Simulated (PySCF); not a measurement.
Q: Write Cartesian coordinates for `CCBNC` as optimised with PBE0-D3(BJ)/def2-SVP.

A: 
```
atom  x, y, z in Å
C1    -2.3901   -0.3408   -0.3859
C2    -1.2597    0.6394   -0.0705
B3     0.1463    0.1714   -0.6159
N4     1.2761    0.1106    0.1972
C5     2.6087   -0.2824   -0.1829
H6    -3.3717    0.0334   -0.0537
H7    -2.2297   -1.3143    0.1050
H8    -2.4593   -0.5353   -1.4681
H9    -1.2256    0.8450    1.0149
H10   -1.4862    1.6109   -0.5502
H11    0.2823   -0.1507   -1.7816
H12    1.1844    0.3710    1.1741
H13    2.9508   -1.1756    0.3683
H14    2.6247   -0.5213   -1.2548
H15    3.3440    0.5210   -0.0039
```

Orientation and origin are arbitrary. Atoms count from 1 in this order. Of the pairs four or more bonds apart, H11···H14 is among the closest relative to their van der Waals radii: 2.43 Å, 101 % of the sum of Bondi's values. N4 (boron-bound nitrogen) is planar (angles 127.5°, 118.5° and 114.1°, sum 360.0°, 0.00 Å off the plane of its three neighbours). B3 (three-coordinate boron) is planar (angles 122.2°, 120.6° and 117.2°, sum 360.0°, 0.00 Å off the plane of its three neighbours).

Bonds between heavy atoms (Å): C1–C2 1.529, C2–B3 1.579, B3–N4 1.393, N4–C5 1.440.

Level of theory: PySCF, PBE0-D3(BJ)/def2-SVP geometry optimisation, gas phase.

Point group: C1 (no symmetry element, even within 0.4 Å). No PBE0-D3(BJ)/def2-SVP frequencies stand behind this structure, so it isn't proved a minimum. The numbers are those of one conformer (C1–C2–B3–N4 -128°, C2–B3–N4–C5 -179°).
